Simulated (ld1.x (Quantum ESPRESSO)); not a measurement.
# cobalt (Co): excitation energies, all-electron against TM

ld1.x (Quantum ESPRESSO) 7.5 input, shortened:

```
&input
   title='Co', zed=27., rel=1, dft='PW91', iswitch=3,
   config='[Ar] 3d7 4s0 4p0'
 /
 &inputp
   pseudotype=2, tm=.true., lloc=1,
   nlcc=.true., rcore=1.00
 /
3
3S  1  0   2.00   0.00  1.05  1.05  0.0
3D  3  2   7.00   0.00  1.05  1.05  0.0
3P  2  1   6.00   0.00  1.05  1.05  0.0
 &test
   configts(1)='3s2 3p6 3d7 4s0 4p0'
 /
```

Energies are relative to the spin-unpolarised reference configuration 3s2 3p6 3d7 4s0 4p0; without spin polarisation the order of configurations can differ from experiment.

```
  valence configuration  charge  ΔE all-electron (eV)  error AE − PS (meV)
    3s2 3p6 3d6 4s0 4p0      +3                35.977                 +4.9
    3s2 3p5 3d7 4s2 4p0      +1                47.648                 +781
    3s2 3p6 3d7 4s1 4p1       0               -21.560                 +263
    3s2 3p6 3d7 4s0 4p1      +1               -11.448                  +32
3s2 3p6 3d7.5 4s1.5 4p0       0               -26.905                 +288
```

(1) What are ΔE and the potential's error for 3s2 3p6 3d7 4s1 4p0?

(2) What are ΔE and the potential's error for 3s2 3p6 3d7 4s2 4p0?

Levels in the configuration 3s2 3p6 3d7 4s1 4p1:

```json
{"level": "3s", "all-electron (eV)": "-104.259", "pseudo (eV)": "-104.113"}
{"level": "3p", "all-electron (eV)": "-67.545", "pseudo (eV)": "-67.398"}
{"level": "3d", "all-electron (eV)": "-10.085", "pseudo (eV)": "-9.937"}
{"level": "4s", "all-electron (eV)": "-6.682", "pseudo (eV)": "-6.861"}
{"level": "4p", "all-electron (eV)": "-2.148", "pseudo (eV)": "-2.124"}
```

Results:

(1) ΔE = -16.840 eV all-electron; the error (AE − PS) is +289 meV.

(2) ΔE = -25.935 eV all-electron; the error (AE − PS) is +446 meV.

ld1.x printed “convergence not achieved” for 7 of the counted tests; their residual had stalled under 1e-8, short of the target of 1e-14.
